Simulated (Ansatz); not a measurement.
Ansatz (a quantum-chemistry and plane-wave program) input (B2GP-PLYP/def2-TZVPD):

Ansatz 0.2 input:
```yaml
crystal:
  periodic: [false, false, false]
  atoms:
    - {symbol: C, position_ang: [-2.57200524, -0.32058763, 0.08779760]}
    - {symbol: Sn, position_ang: [-0.44990932, -0.05607895, 0.01535804]}
    - {symbol: Br, position_ang: [0.58903018, -1.55993633, -1.67205907]}
    - {symbol: Br, position_ang: [0.14712063, 2.28186143, -0.58957898]}
    - {symbol: Br, position_ang: [0.59659730, -0.55580470, 2.21614355]}
    - {symbol: H, position_ang: [-2.77375501, -1.35491913, 0.35530723]}
    - {symbol: H, position_ang: [-2.97077891, 0.35793351, 0.83792735]}
    - {symbol: H, position_ang: [-2.97415268, -0.08975521, -0.89561475]}
basis:
  gaussian:
    orbitals: def2-TZVPD
hamiltonian:
  xc: {name: B2GP-PLYP}
magnetization: {spin_polarized: false}
correlation: {electrons: outside_noble_gas}
```

Output:

```
Functional definition: B2GP-PLYP
integrals: 0.80 GiB planned
2047 factors; integrals over basis functions are off by at most 9.5e-4 eV
0.37 GiB of the device are held for the grids
2.21 GiB of device memory are held for the factors and their scratch space
mean field: 2.92 GiB planned
mean field evaluation 1: about -216992.5649 eV, gradient 3.7e1 eV
mean field evaluation 2: about -216992.6190 eV, gradient 3.7e1 eV
mean field evaluation 4: about -216995.9148 eV, gradient 2.9e0 eV
mean field evaluation 8: about -216995.9381 eV, gradient 1.1e-1 eV
mean field evaluation 16: about -216995.9381 eV, gradient 3.4e-5 eV
mean field -216995.93809601 eV, -7974.4536398988 hartree, gradient 6.2e-6 eV, S^2 0.000000; 0 other end points of the search recorded, 0 dependent functions left out
52 core orbitals not correlated
reference -216995.93824912 eV, -7974.4536455254 hartree; 16, 16 occupied and 223, 223 virtual orbitals, 2047 factors
second order -23.51811149 eV of doubles, -0.00000000 eV of singles
Total energy: -217004.40476926 eV, -7974.7647844017 hartree
```
